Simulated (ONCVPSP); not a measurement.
# Logarithmic derivatives: Ti (Z = 22), ONCV

```
Element                 : Ti (Z = 22)
Generator               : ONCVPSP 4.0.1
Type                    : optimised norm-conserving Vanderbilt (ONCV)
Functional              : PBE
Relativity              : scalar-relativistic
Frozen core             : [Ne]
Valence charge          : 12
Reference configuration : 3s2 3p6 3d2 4s2
Partial waves           : 3s+4s: rc 1.40 bohr, ncon 5, nbas 8, qcut 9.6 1/bohr, 2 projectors; 3p: rc 1.35 bohr, ncon 4, nbas 7, qcut 12.6 1/bohr, 2 projectors, debl 3.2 Ha; 3d: rc 2.05 bohr, ncon 4, nbas 8, qcut 6 1/bohr, 1 projector
Local potential         : polynomial inside 0.90 bohr (lpopt 5, dvloc0 0 Ha)
Core correction         : Teter function, fcfact 6, rcfact 1.35
```

The phase is arctan(r·R′/R) of the radial function R(r), unwrapped; energies in Ha, scanned from -4 to 5 Ha. A pole is an energy at which the radial function vanishes at the test radius. The pseudo phase is shifted by a multiple of π to meet the all-electron one at the reference energy, and phase errors are pseudo minus all-electron; the curves can meet again beyond the range given. Levels narrower than the energy grid can be missing from the lists of poles.

Task: For each channel, where are the poles, and over which energies does the pseudopotential scatter like the atom?

Result:

| channel | radius (bohr) | reference energy (Ha) | poles, all-electron | poles, pseudo | unbroken range about the reference energy with phases within 0.05 rad | phase error 1 Ha above the reference energy (rad) |
| --- | --- | --- | --- | --- | --- | --- |
| s | 1.42 | -0.16 | -1.23 | -1.23 | the whole range | -0.000 |
| p | 1.37 | -1.43 | 0.03 | 0.03 | the whole range | -0.000 |
| d | 2.08 | -0.16 | 0.18, 3.98 | 0.20, 4.98 | below 0.6 | +0.100 |

Phases in the p channel:

```
E (Ha)  all-electron  pseudo
 -3.98         1.004   1.003
 -3.50         0.857   0.857
 -3.02         0.584   0.584
 -2.54         0.049   0.048
 -2.06        -0.651  -0.651
 -1.58        -1.096  -1.096
 -1.10        -1.323  -1.323
 -0.62        -1.456  -1.456
 -0.14        -1.545  -1.545
  0.34        -1.614  -1.614
  0.82        -1.673  -1.673
  1.30        -1.731  -1.731
  1.78        -1.793  -1.793
  2.26        -1.867  -1.867
  2.74        -1.964  -1.964
  3.22        -2.107  -2.107
  3.70        -2.341  -2.342
  4.18        -2.752  -2.755
  4.66        -3.341  -3.346
```
